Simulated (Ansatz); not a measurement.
Reaction (isomerisation): `C[SiH2]N[SiH2]O` → `C[SiH2][SiH](N)O`

Program: Ansatz. Geometries: PBE0-D4/def2-TZVP. ΔE: electronic, gas phase. CCSD(T)/CBS is the MP2 limit (def2-TZVPP, def2-QZVPP) plus CCSD(T) − MP2 in def2-TZVPP, frozen cores. Functionals use def2-TZVPP. Each species was taken in one conformer, which may not be the lowest.

```tsv
species	ωB97M-V energy (Eh)
`C[SiH2]N[SiH2]O`	-752.57173
`C[SiH2][SiH](N)O`	-752.54436
```

(1) Work out ΔE.

Largest T1 diagnostic among the species: 0.011.

## Answers

(1) ΔE = (-752.54436) − (-752.57173) = 0.02737 Eh = +71.9 kJ/mol. CCSD(T)/CBS gives +70.1 kJ/mol.

In def2-TZVPP, CCSD(T) changes the Hartree–Fock value by −14.6 kJ/mol (the triples alone add −1.9 kJ/mol) and MP2 by −7.9 kJ/mol. From PBE to PBE0 (25 % exact exchange), in def2-TZVPP and without D4, ΔE moves by +7.2 kJ/mol.
